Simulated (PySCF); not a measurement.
This PySCF input asks for the NMR shieldings of SMILES S(CCCC)[Si](C)(Cl)Cl, C$_{5}$H$_{12}$Cl$_{2}$SSi; the geometry comes from GFN2-xTB.

```python
import basis_set_exchange as bse
import numpy as np
from pyscf import gto, dft
from pyscf.prop import nmr

atoms = """
C    -3.173214   -0.494758    0.002497
C    -2.045506    0.374944    0.545688
C    -0.810874    0.394895   -0.358736
C    -0.070890   -0.931007   -0.351373
S     1.357099   -0.958665   -1.501571
Si    2.750142    0.419019   -0.598493
C     2.825617    0.195770    1.289160
Cl    2.277025    2.354831   -1.008587
Cl    4.542704    0.013102   -1.434725
H    -3.442221   -0.181813   -1.003786
H    -4.053114   -0.406018    0.635298
H    -2.883536   -1.541801   -0.028256
H    -1.759385    0.024972    1.540551
H    -2.409278    1.399312    0.648733
H    -0.136672    1.184774   -0.020604
H    -1.110558    0.630113   -1.381709
H     0.293844   -1.183345    0.642895
H    -0.705778   -1.737614   -0.712901
H     2.929312   -0.850761    1.561393
H     3.680054    0.727068    1.697870
H     1.936311    0.583925    1.777229
"""
names = dict.fromkeys(["C", "S", "Si", "Cl", "H"], "pcSseg-1")
basis = {el: gto.basis.parse(bse.get_basis(n, elements=[el], fmt="nwchem")) for el, n in names.items()}
mol = gto.M(atom=atoms, basis=basis, charge=0, verbose=0)
mf = dft.RKS(mol, xc="PBE0")
mf.grids.level = 2
mf.grids.alignment = dft.numint.BLKSIZE   # the property module wants whole blocks of grid points
mf.conv_tol = 1e-9
mf.kernel()

calc = nmr.RKS(mf)   # GIAO
C = mf.mo_coeff
Co = C[:, mf.mo_occ > 0]
resp = mf.gen_response(singlet=True, hermi=2)
def vind(x):   # induced exchange potential for any number of trial vectors
    d = np.einsum("pi,xij,qj->xpq", C, 2 * x.reshape(-1, C.shape[1], Co.shape[1]), Co, optimize=True)
    return np.einsum("xpq,pi,qj->xij", resp(d - d.transpose(0, 2, 1)), C, Co, optimize=True).ravel()
mo1, _ = nmr.rhf.solve_mo1(calc, with_cphf=vind)
sigma = calc.kernel(mo1)
for i, s in enumerate(sigma):   # ppm
    w = np.linalg.eigvalsh((s + s.T) / 2)
    print("%2d %-2s iso %8.1f  s11 %8.1f  s22 %8.1f  s33 %8.1f" % (i, mol.atom_pure_symbol(i), w.mean(), *w))
```

**Question.** What are the results?

**Answer.** 
```
 0 C  iso    172.5  s11    156.1  s22    173.7  s33    187.6
 1 C  iso    161.1  s11    153.2  s22    157.3  s33    172.7
 2 C  iso    147.1  s11    130.5  s22    141.0  s33    169.7
 3 C  iso    153.0  s11    130.8  s22    155.3  s33    173.0
 4 S  iso    527.3  s11    432.2  s22    509.6  s33    640.1
 5 Si iso    305.1  s11    282.2  s22    302.6  s33    330.5
 6 C  iso    176.7  s11    160.5  s22    175.2  s33    194.4
 7 Cl iso    796.0  s11    684.1  s22    777.0  s33    926.8
 8 Cl iso    851.5  s11    739.1  s22    850.4  s33    965.0
 9 H  iso     31.0  s11     26.6  s22     29.2  s33     37.2
10 H  iso     30.5  s11     25.6  s22     27.5  s33     38.5
11 H  iso     30.6  s11     25.4  s22     30.9  s33     35.6
12 H  iso     30.7  s11     25.7  s22     30.9  s33     35.4
13 H  iso     30.1  s11     24.1  s22     29.6  s33     36.5
14 H  iso     29.7  s11     22.4  s22     29.5  s33     37.2
15 H  iso     30.2  s11     25.7  s22     31.6  s33     33.3
16 H  iso     29.4  s11     23.7  s22     30.9  s33     33.4
17 H  iso     29.0  s11     21.7  s22     29.3  s33     36.0
18 H  iso     31.0  s11     27.1  s22     28.4  s33     37.6
19 H  iso     30.8  s11     26.6  s22     28.3  s33     37.6
20 H  iso     30.9  s11     26.3  s22     30.1  s33     36.3
```

These numbers come from an equivalent density-fitted implementation of the same equations, which agrees with the script to about 0.01 ppm for H and up to a few tenths of a ppm for heavy atoms, so last digits may differ.

**Question.** Turn these shieldings into chemical shifts. Shifts are taken against calculated references (same method and geometry level): $^{13}$C (186.93 ppm) and $^{29}$Si (349.16 ppm) and $^{1}$H (31.72 ppm) vs TMS; $^{33}$S (503.73 ppm) against CS2; $^{35}$Cl (949.78 ppm) against HCl.

**Answer.** Averaging equivalent atoms: C 2: 39.8; C 3: 33.9; C 1: 25.9; C 0: 14.5; C 6: 10.3; S 4: -24; Si 5: 44.1; Cl 7/8: 126; H 16/17: 2.54; H 14/15: 1.74; H 12/13: 1.36; H 9/10/11: 1.00; H 18/19/20: 0.80 ppm. 

Size and cost of the density-fitted run: 241 basis functions, 44 s wall time on 1 thread of an x86-64 server CPU, shared host.
